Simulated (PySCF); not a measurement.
Relaxation of singlet TlF₂⁻

Method: PBE0 in PySCF with Tl def2-TZVPD with ECP60, F def2-TZVPD; scalar-relativistic core potentials, no spin–orbit coupling; density-fitted integrals. A (50,194) grid was used.

A hand-made bent start, of C2v symmetry, held to at least that symmetry:

Coordinates in bohr (charge -1 multiplicity 1):
```
Tl    0.0000    0.0000   -0.3526
F     3.2197    0.0000    1.9019
F    -3.2197    0.0000    1.9019
```

Question: What does it relax to?

Answer: It ends at C2v with Tl–F 2.209 Å (×2); F–Tl–F 100.5° (after a last refinement on a finer grid). A frequency run shows a minimum. Other isomers or separated fragments may lie lower.

Question: How much energy is released, and in how many steps?

Answer: 23.4 kJ/mol in 6 steps.

Spin–orbit coupling, left out here, can matter for elements this heavy.
